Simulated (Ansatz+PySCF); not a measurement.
Values are calculated unless marked as measured or tabulated.
A run of Ansatz (development build ahead of 0.2.0) on singlet BeO at this shape:

```yaml
atoms:
  - { symbol: Be, position_ang: [0.0000, 0.0000, -1.3385] }
  - { symbol: O, position_ang: [0.0000, 0.0000, 0.6692] }
```

Its results:

| Quantity | Value |
| --- | --- |
| Converged | yes |
| Reference energy | -88.14958 hartree |
| Correlation energy | -0.02909 hartree |
| Total energy | -88.17866 hartree |
| Spin squared of the determinant | 1.112 |
| Stability test | minimum |

Forces (eV/Å):
```json
{"atom": "Be1", "Fx": "0.000", "Fy": "0.000", "Fz": "7.155"}
{"atom": "O2", "Fx": "0.000", "Fy": "0.000", "Fz": "-7.155"}
```

Task: Which input gives this output? Name the method, the orbitals and the basis set, and write the input.

Result: UHF-MP2 in STO-3G.

```yaml
crystal:
  periodic: [false, false, false]
  atoms:
    - { symbol: Be, position_ang: [0.0, 0.0, -1.33847] }
    - { symbol: O, position_ang: [0.0, 0.0, 0.66924] }
basis:
  gaussian: { orbitals: STO-3G }
magnetization:
  spin_polarized: true
hamiltonian:
  xc: hf
correlation:
  method: mp2
  frozen_orbitals: { Be: 0, O: 1 }
output:
  forces: true
```

Caution: large amplitudes, a single reference is doubtful; another spin multiplicity may lie lower; the unrestricted determinant is a mixture of spin states; a plain start can end on a higher determinant.
